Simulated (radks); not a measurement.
Effect of the nuclear size on neutral silver, [Kr] 4d10 5s1. Method: Dirac Kohn-Sham, PBE, spin-unpolarised, spherical densities, finite nucleus; Fermi nuclear charge, rms radius 4.5454 fm; computed with a radial shooting solver on a logarithmic mesh with Libxc functionals. The rms radius is varied about that value; shifts are against it.

rms radius (fm)  total energy shift (eV)  density at nucleus (e/bohr^3)  1s1/2 shift (meV)  2s1/2 shift (meV)  3p1/2 shift (meV)  4s1/2 shift (meV)  4p1/2 shift (meV)  5s1/2 shift (meV)
4.0045                            -0.633                      1.482e+05               -266              -29.8              0.334              -1.03              0.062             -0.054
4.3545                            -0.231                      1.466e+05              -97.3              -10.9              0.122             -0.378              0.023             -0.020
4.5454                                 0                      1.457e+05              0.000              0.000              0.000              0.000              0.000              0.000
4.7727                             0.286                      1.448e+05                121               13.5             -0.151              0.469             -0.028              0.025
5.1272                             0.757                      1.434e+05                319               35.6             -0.400               1.24             -0.074              0.065

Slopes of the eigenvalues against <r^2> in GHz/fm^2, as finite differences over the two radii next to the reference (eigenvalue slopes, not the field-shift constants of lines): 1s1/2 13800, 2s1/2 1540, 3p1/2 -17.3, 4s1/2 53.6, 4p1/2 -3.21, 5s1/2 2.81.
